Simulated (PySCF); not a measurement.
## Computed data sheet: `CCC1SCCS1`

Compound: C5H10S2.
Bonds: C1–C2, C2–C3, C3–S4, S4–C5, C5–C6, C6–S7, C3–S7. Hydrogens: H8, H9, H10 on C1; H11, H12 on C2; H13 on C3; H14, H15 on C5; H16, H17 on C6.

Some functional groups and rings: sulfide.

PBE0-D3(BJ)/def2-SVP geometry optimisation, gas phase (PySCF):

```
Point group                  : C1
Rotational constants A, B, C : 2.650, 1.509, 1.100 GHz
```

**CAM-B3LYP/def2-SVPD ground state and vertical TDDFT (core frozen in the response) (PySCF)**

```
Dipole moment                                                     : 1.22 D
HOMO energy                                                       : -7.86 eV
LUMO energy                                                       : 0.89 eV
HOMO–LUMO gap                                                     : 8.75 eV
Lowest singlet excitation                                         : 5.12 eV (242 nm, f = 0.000)
Strongest line among the 6 lowest singlet transitions             : S3 at 6.25 eV (198 nm, f = 0.032)
Static isotropic polarisability                                   : 98.0 au
Electronic spatial extent ⟨r²⟩ about the centre of nuclear charge : 1154 bohr²
```

Monoisotopic mass (most abundant isotopes): 134.0224 u.

A dipole of 1.22 D is allowed in C1, and pure rotational transitions are dipole-allowed. The 6 singlets span 5.12 to 6.65 eV, and their oscillator strengths add up to 0.07. The principal polarisabilities are 82.6, 99.6 and 111.9 au; their mean is the isotropic value. With B = h/(8π²I), that is 505.379 GHz u Å² over I, the principal moments of inertia are 190.7, 334.9 and 459.4 u Å² (most abundant isotopes); the inertial defect Ic − Ia − Ib is -66.2 u Å² (zero for a rigid planar frame, negative otherwise).

For the TDDFT job (CAM-B3LYP/def2-SVPD), hardware: an Arm Neoverse N1 with one thread, shared host with 64 logical CPUs at a one-minute load of 61. Cost: 1.9 min, 1.1 GiB resident at most.

One conformer stands for the species.
